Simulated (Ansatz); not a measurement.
Isolated molecules relaxed with PBE0-D4/def2-TZVP in Ansatz; ΔE leaves out vibrations. CCSD(T)/CBS is the MP2 limit (def2-TZVPP, def2-QZVPP) plus CCSD(T) − MP2 in def2-TZVPP, frozen cores. This one scheme is used for every species. Functionals use def2-TZVPP. For Ge outer-core shells are correlated without core-valence functions, which leaves a few kJ/mol of doubt a bond. Scalar relativity is left out up to krypton. One conformer a species, not always the lowest.

Reaction (cleavage of the Ge–Al bond): `[Cl][Al]([Cl])[GeH3]` + `[CH3][Al]([OH])[F]` → `[CH3][Al]([F])[O][GeH3]` + `[Cl][AlH][Cl]`

`[Cl][Al]([Cl])[GeH3]`:

```xyz
7

Cl    0.277    2.043    2.159
Al   -0.423    1.193    0.382
Cl   -1.797    2.311   -0.727
Ge    0.352   -1.021   -0.343
H     1.880   -1.016   -0.513
H     0.000   -2.076    0.719
H    -0.290   -1.434   -1.676
```

`[CH3][Al]([OH])[F]`:

Cartesian coordinates in Å:
```
C -1.195 -0.286 -0.338
Al 0.489 0.321 0.384
O 1.950 -0.211 -0.275
F 0.544 1.370 1.661
H -1.287 -1.371 -0.242
H -1.263 -0.056 -1.405
H -2.045 0.175 0.168
H 2.808 0.058 0.048
```

`[CH3][Al]([F])[O][GeH3]`:

Z-matrix (Å, degrees):
```
C
Al 1 1.931
H 1 1.094 2 110.8
H 1 1.091 2 111.7 3 120.9
H 1 1.094 2 110.8 3 -118.2
F 2 1.654 1 119.3 3 58.6
O 2 1.676 1 122.9 3 -121.4
Ge 7 1.765 2 146.3 1 -179.9
H 8 1.539 7 108.7 2 -65.9
H 8 1.539 7 109.0 2 54.8
H 8 1.536 7 106.8 2 174.5
```

`[Cl][AlH][Cl]`:

Cartesian coordinates in Å:
```
Cl -0.932 1.309 -1.210
Al 0.026 -0.131 -0.052
Cl 0.594 0.381 1.884
H 0.312 -1.559 -0.622
```

CCSD(T)/CBS gives +0.9 kJ/mol.

(1) Another level gave -15.1 kJ/mol. Which?
A. CCSD/def2-TZVPP
B. SCS-MP2/def2-TZVPP
C. ωB97M-V/def2-TZVPP
D. PBE0-D4/def2-TZVPP

Largest T1 diagnostic among the species: 0.012.

Results:

(1) B. SCS-MP2/def2-TZVPP -15.1, ωB97M-V -2.3, CCSD/def2-TZVPP -6.7, PBE0-D4 12.1 kJ/mol.

In def2-TZVPP, CCSD(T) changes the Hartree–Fock value by +23.7 kJ/mol (the triples alone add +2.0 kJ/mol) and MP2 by +20.8 kJ/mol. From PBE to PBE0 (25 % exact exchange), in def2-TZVPP and without D4, ΔE moves by −5.4 kJ/mol.
